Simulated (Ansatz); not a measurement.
Molecule: sum formula ZnOH, net charge 1, singlet state. 
Structure (B3LYP-D3(BJ)/def2-TZVP (Ansatz, a quantum-chemistry and plane-wave program) minimum search):
```xyz
3

Zn    -0.3083    -0.1521    -0.2402
O      1.0250     0.3996     0.7871
H      1.0481     1.3651     0.9097
```
Charge +1, spin multiplicity 1.

Total electronic energies in hartree. Cores are frozen in the correlated levels unless marked. No spin-orbit coupling. Frozen are the shells of the preceding noble gas and the d and f shells that filled before the atom's block. Non-relativistic. Basis-set limits of correlation are two-point, X^-3; Hartree-Fock from the larger set. [CCSD(T)-MP2]/basis is that difference in the basis named.

The T1 diagnostic of CCSD in the largest basis is 0.026, which is high, so the coupled-cluster rows are less sure than usual.

| level | program | energy (Eh) |
|---|---|---|
| BLYP-D4/def2-TZVPD | Ansatz + dftd4 | -1854.99923 |
| PBE-QIDH/def2-TZVPD | Ansatz | -1854.30307 |
| MP2/6-31G | Ansatz | -1852.94003 |
| RI-MP2/def2-QZVPP | Ansatz | -1853.79343 |
| RI-MP2/CBS(def2-TZVPPD,def2-QZVPPD) | Ansatz | -1853.8295 |
| CCSD(T)/6-31G* | Ansatz | -1853.05274 |
| RI-MP2/CBS(def2-TZVPP,def2-QZVPP)+[CCSD(T)-MP2]/def2-SVP | Ansatz | -1853.8254 |
| RI-MP2/CBS(def2-TZVPP,def2-QZVPP)+[CCSD(T)-MP2]/def2-QZVPP | Ansatz | -1853.8068 |
| CCSD(T)/CBS(def2-TZVPPD,def2-QZVPPD) | Ansatz | -1853.8055 |

Totals of different functionals don't rank their quality; only differences between species are comparable.
